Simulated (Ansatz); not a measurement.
Species: YBr3 (charge 0, singlet). SMILES: [Br][Y]([Br])[Br]
Coordinates optimised at B3LYP-D3(BJ)/def2-TZVP (Ansatz, a quantum-chemistry and plane-wave program):
```xyz
4

Y      0.0000     0.0000     0.0000
Br    -2.0199    -1.6052    -0.3497
Br    -0.0008     2.3547    -1.1111
Br     2.0207    -0.7495     1.4609
```

Parts of the frozen-core correlation energy in def2-QZVPP (Ansatz, hartree). Frozen orbitals: 46; correlated occupied orbitals by spin: 12 and 12; virtual: 290 and 290. No spin-orbit coupling. Past Kr the def2 sets carry scalar-relativistic core potentials.

```json
[
 {"term": "reference (HF)", "value": "-7755.58873"},
 {"term": "MP2 opposite-spin", "value": "[?]"},
 {"term": "MP2 same-spin", "value": "-0.14089"},
 {"term": "CCSD correlation", "value": "[?]"},
 {"term": "(T)", "value": "[?]"},
 {"term": "T1 diagnostic", "value": "0.010"},
 {"term": "largest doubles amplitude", "value": "0.018"}
]
```

Task: Fill in the missing entries.

Result: 
- MP2 opposite-spin, value: -0.44931
- CCSD correlation, value: -0.62870
- (T), value: -0.02900
